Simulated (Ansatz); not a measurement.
CH$_{4}$Cl$_{2}$HfO$_{2}$ (`C[O][Hf]([OH])([Cl])[Cl]`). The species carries charge 0 and has multiplicity 1. Correlated methods include outer-core shells of Hf, which these sets cover unevenly. Hf takes the def2 core potential.

```xyz
10

C     1.280    1.085    1.026
O     0.252    0.335    0.460
Hf   -1.091   -0.692   -0.379
O    -0.521   -1.241   -2.108
Cl   -3.028    0.644   -0.573
Cl   -1.508   -2.595    0.955
H     2.136    1.131    0.347
H     1.601    0.631    1.968
H     0.934    2.103    1.227
H    -0.055   -1.402   -2.922
```

Question: Give the diagnostics of a CCSD(T)/def2-TZVPP run (frozen core, Ansatz). (An estimate is asked.)

Answer: The calculation gave: T1 = 0.0144, largest single amplitude 0.034, largest double 0.024, (T) share of the correlation energy 4.0 %, 9 CCSD cycles. The RHF solution is stable towards an unrestricted one. T1 lies under the customary mark of 0.02 for closed shells.
